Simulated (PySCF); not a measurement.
C₄H₇O, doublet, at a GFN2-xTB geometry, with bond 11-5 at 1.8 times its length; PySCF with CASSCF(3,4)/STO-3G.

Input for PySCF:
```python
from pyscf import gto, scf, mcscf
import numpy

mol = gto.Mole()
mol.atom = '''
    C     1.445386   -0.755453    0.151101
    C     0.549281    0.307144   -0.127071
    O     0.804459    1.187279   -0.948243
    C    -0.750906    0.308098    0.660632
    C    -1.675882   -0.778572    0.114161
    H     1.233834   -1.485451    0.911183
    H     2.411195   -0.771205   -0.323265
    H    -0.545941    0.125374    1.716825
    H    -1.221095    1.286079    0.554880
    H    -2.607377   -0.794276    0.675301
    H    -2.085267   -0.433608   -1.768574
    H    -1.210242   -1.759134    0.189889
'''
mol.basis = 'sto-3g'
mol.charge = 0
mol.spin = 1
mol.verbose = 4
mol.build()

mf = scf.ROHF(mol)
mf.kernel()
mc = mcscf.CASSCF(mf, 4, 3)
mc.fix_spin_(ss=0.75)
mc.kernel()
occ = numpy.linalg.eigvalsh(mc.fcisolver.make_rdm1(mc.ci, mc.ncas, mc.nelecas))[::-1]
ss = mc.fcisolver.spin_square(mc.ci, mc.ncas, mc.nelecas)[0]
print('natural occupations', occ.round(4), ' <S^2>', round(ss, 4))
```

What the program printed (banner, timings and long lists left out):

```
PySCF version 2.14.0

[INPUT] verbose = 4
[INPUT] num. atoms = 12
[INPUT] num. electrons = 39
[INPUT] charge = 0
[INPUT] spin (= nelec alpha-beta = 2S) = 1
[INPUT] symmetry False subgroup None
[INPUT] Mole.unit = angstrom
[INPUT] Symbol           X                Y                Z      unit          X                Y                Z       unit  Magmom
[INPUT]  1 C      1.445386000000  -0.755453000000   0.151101000000 AA    2.731383684281  -1.427599269981   0.285539507148 Bohr   0.0
[INPUT]  2 C      0.549281000000   0.307144000000  -0.127071000000 AA    1.037990655427   0.580418040803  -0.240129388375 Bohr   0.0
[INPUT]  3 O      0.804459000000   1.187279000000  -0.948243000000 AA    1.520207188441   2.243632143447  -1.791919569536 Bohr   0.0
[INPUT]  4 C     -0.750906000000   0.308098000000   0.660632000000 AA   -1.419006685293   0.582220839526   1.248413549124 Bohr   0.0
[INPUT]  5 C     -1.675882000000  -0.778572000000   0.114161000000 AA   -3.166957997088  -1.471287848255   0.215733024106 Bohr   0.0
[INPUT]  6 H      1.233834000000  -1.485451000000   0.911183000000 AA    2.331608343177  -2.807095561461   1.721886319360 Bohr   0.0
[INPUT]  7 H      2.411195000000  -0.771205000000  -0.323265000000 AA    4.556498182921  -1.457366235895  -0.610882315658 Bohr   0.0
[INPUT]  8 H     -0.545941000000   0.125374000000   1.716825000000 AA   -1.031678970171   0.236922523141   3.244329053806 Bohr   0.0
[INPUT]  9 H     -1.221095000000   1.286079000000   0.554880000000 AA   -2.307535122076   2.430337084555   1.048571231999 Bohr   0.0
[INPUT] 10 H     -2.607377000000  -0.794276000000   0.675301000000 AA   -4.927228433490  -1.500964107315   1.276133941645 Bohr   0.0
[INPUT] 11 H     -2.085267000000  -0.433608000000  -1.768574000000 AA   -3.940583526593  -0.819400365420  -3.342120491027 Bohr   0.0
[INPUT] 12 H     -1.210242000000  -1.759134000000   0.189889000000 AA   -2.287025924446  -3.324281476411   0.358838204068 Bohr   0.0

nuclear repulsion = 166.568012082532
number of shells = 22
number of NR pGTOs = 96
number of NR cGTOs = 32
basis = sto-3g
ecp = {}

******** <class 'pyscf.scf.rohf.ROHF'> ********
method = ROHF
initial guess = minao
damping factor = 0
level_shift factor = 0
DIIS = <class 'pyscf.scf.diis.CDIIS'>
diis_start_cycle = 1
diis_space = 8
diis_damp = 0
SCF conv_tol = 1e-09
SCF conv_tol_grad = None
SCF max_cycles = 50
direct_scf = True
direct_scf_tol = 1e-13
num. doubly occ = 19  num. singly occ = 1
Set gradient conv threshold to 3.16228e-05
init E= -227.928290260352
  HOMO = -0.119191723360625  LUMO = 0.0611091049847013  gap/eV = 4.90624
cycle= 1 E= -227.030670698383  delta_E= 0.898  |g|= 0.66  |ddm|= 2.99
  HOMO = -0.0926043292783021  LUMO = 0.199492744245335  gap/eV = 7.94837
cycle= 2 E= -226.793792244498  delta_E= 0.237  |g|= 1.06  |ddm|= 1.74
  HOMO = -0.115118315002131  LUMO = 0.205857100177781  gap/eV = 8.73419
cycle= 3 E= -227.219729981145  delta_E= -0.426  |g|= 0.202  |ddm|= 1.48
  HOMO = -0.0956211088081795  LUMO = 0.212831686428565  gap/eV = 8.39343
cycle= 4 E= -227.242036458755  delta_E= -0.0223  |g|= 0.0722  |ddm|= 0.222
  HOMO = -0.0638254162376388  LUMO = 0.209633058388143  gap/eV = 7.44118
cycle= 5 E= -227.246147196304  delta_E= -0.00411  |g|= 0.029  |ddm|= 0.104
  HOMO = -0.0537784045861365  LUMO = 0.213025684550709  gap/eV = 7.26011
cycle= 6 E= -227.247397680394  delta_E= -0.00125  |g|= 0.00827  |ddm|= 0.0856
  HOMO = -0.0517940550736287  LUMO = 0.212611079472988  gap/eV = 7.19483
cycle= 7 E= -227.247481368397  delta_E= -8.37e-05  |g|= 0.00396  |ddm|= 0.0288
  HOMO = -0.0506286997058287  LUMO = 0.212636252361049  gap/eV = 7.16380
cycle= 8 E= -227.247485167289  delta_E= -3.8e-06  |g|= 0.00256  |ddm|= 0.00578
  HOMO = -0.0508932306801748  LUMO = 0.212568322876217  gap/eV = 7.16915
cycle= 9 E= -227.247488761567  delta_E= -3.59e-06  |g|= 0.000659  |ddm|= 0.00392
  HOMO = -0.0511490724720507  LUMO = 0.212566381465867  gap/eV = 7.17606
cycle= 10 E= -227.24748901509  delta_E= -2.54e-07  |g|= 0.00014  |ddm|= 0.0014
  HOMO = -0.0511582148291376  LUMO = 0.212569961329364  gap/eV = 7.17641
cycle= 11 E= -227.247489040993  delta_E= -2.59e-08  |g|= 8.43e-05  |ddm|= 0.000349
  HOMO = -0.0511511964543827  LUMO = 0.212569285958988  gap/eV = 7.17620
cycle= 12 E= -227.247489056349  delta_E= -1.54e-08  |g|= 4.92e-05  |ddm|= 0.000312
  HOMO = -0.051153595285492  LUMO = 0.212571114955315  gap/eV = 7.17631
cycle= 13 E= -227.247489062323  delta_E= -5.97e-09  |g|= 2.19e-05  |ddm|= 0.000224
  HOMO = -0.0511555215721795  LUMO = 0.212570740221378  gap/eV = 7.17636
cycle= 14 E= -227.247489063542  delta_E= -1.22e-09  |g|= 3.61e-06  |ddm|= 0.000137
  HOMO = -0.0511562317993415  LUMO = 0.212570995652651  gap/eV = 7.17638
cycle= 15 E= -227.247489063561  delta_E= -1.88e-11  |g|= 1.25e-06  |ddm|= 1.17e-05
  HOMO = -0.0511558436266721  LUMO = 0.212571081587524  gap/eV = 7.17638
Extra cycle  E= -227.247489063562  delta_E= -7.39e-13  |g|= 5.92e-07  |ddm|= 2.66e-06
converged SCF energy = -227.247489063562

******** <class 'pyscf.mcscf.mc1step.CASSCF'> ********
CAS (2e+1e, 4o), ncore = 18, nvir = 10
max_cycle_macro = 50
max_cycle_micro = 4
conv_tol = 1e-07
conv_tol_grad = None
orbital rotation max_stepsize = 0.02
orbital rotation threshold for CI restart = 0.01
augmented hessian ah_max_cycle = 30
augmented hessian ah_conv_tol = 1e-12
augmented hessian ah_linear dependence = 1e-14
augmented hessian ah_level shift = 1e-08
augmented hessian ah_start_tol = 2.5
augmented hessian ah_start_cycle = 3
augmented hessian ah_grad_trust_region = 3
kf_trust_region = 3
kf_interval = 4
ci_response_space = 4
ci_grad_trust_region = 3
with_dep4 0
natorb = False
canonicalization = True
sorting_mo_energy = False
ao2mo_level = 2
internal_rotation = False
******** <class 'pyscf.fci.addons.SpinPenaltyFCISolver'> ********
max. cycles = 50
conv_tol = 1e-08
davidson only = True
linear dependence = 1e-12
level shift = 0.001
max iter space = 12
nroots = 1
pspace_size = 400
spin = None
CASCI E = -227.312513998689  S^2 = 0.7500000
Set conv_tol_grad to 0.000316228
macro iter   1 ( 17 JK    4 micro), CASSCF E = -227.332056088692  dE = -1.95420900e-02  S^2 = 0.7500000
               |grad[o]|=0.0649  |grad[c]|=0.0321  |ddm|=0.0492  |maxRot[o]|=0.158
macro iter   2 ( 16 JK    4 micro), CASSCF E = -227.334842047958  dE = -2.78595927e-03  S^2 = 0.7500000
               |grad[o]|=0.024  |grad[c]|=0.00515  |ddm|=0.0046  |maxRot[o]|=0.115
macro iter   3 ( 20 JK    4 micro), CASSCF E = -227.334892029159  dE = -4.99812015e-05  S^2 = 0.7500000
               |grad[o]|=0.00321  |grad[c]|=0.000894  |ddm|=0.00147  |maxRot[o]|=0.274
macro iter   4 ( 21 JK    4 micro), CASSCF E = -227.334915874135  dE = -2.38449762e-05  S^2 = 0.7500000
               |grad[o]|=0.00063  |grad[c]|=0.000909  |ddm|=0.000334  |maxRot[o]|=0.305
macro iter   5 ( 21 JK    4 micro), CASSCF E = -227.334922362274  dE = -6.48813850e-06  S^2 = 0.7500000
               |grad[o]|=0.000419  |grad[c]|=7.93e-05  |ddm|=0.000119  |maxRot[o]|= 0.29
macro iter   6 ( 11 JK    2 micro), CASSCF E = -227.334925088965  dE = -2.72669132e-06  S^2 = 0.7500000
               |grad[o]|=0.000252  |grad[c]|=0.000229  |ddm|=8e-05  |maxRot[o]|= 0.13
macro iter   7 (  6 JK    1 micro), CASSCF E = -227.334925183432  dE = -9.44666851e-08  S^2 = 0.7500000
               |grad[o]|=3.7e-05  |grad[c]|=7.66e-05  |ddm|=1.61e-05  |maxRot[o]|=0.0283
macro iter   8 (  1 JK    1 micro), CASSCF E = -227.334925183476  dE = -4.41104930e-11  S^2 = 0.7500000
               |grad[o]|=2.03e-05  |grad[c]|=6.32e-06  |ddm|=5.61e-07  |maxRot[o]|=    0
1-step CASSCF converged in   8 macro (113 JK  24 micro) steps
CASSCF canonicalization
Density matrix diagonal elements [1.71980800e+00 9.99988294e-01 2.80054187e-01 1.49521053e-04]
CASSCF energy = -227.334925183476
CASCI E = -227.334925183476  E(CI) = -1.87909445356337  S^2 = 0.7500000
natural occupations [1.72e+00 1.00e+00 2.80e-01 1.00e-04]  <S^2> 0.75
```
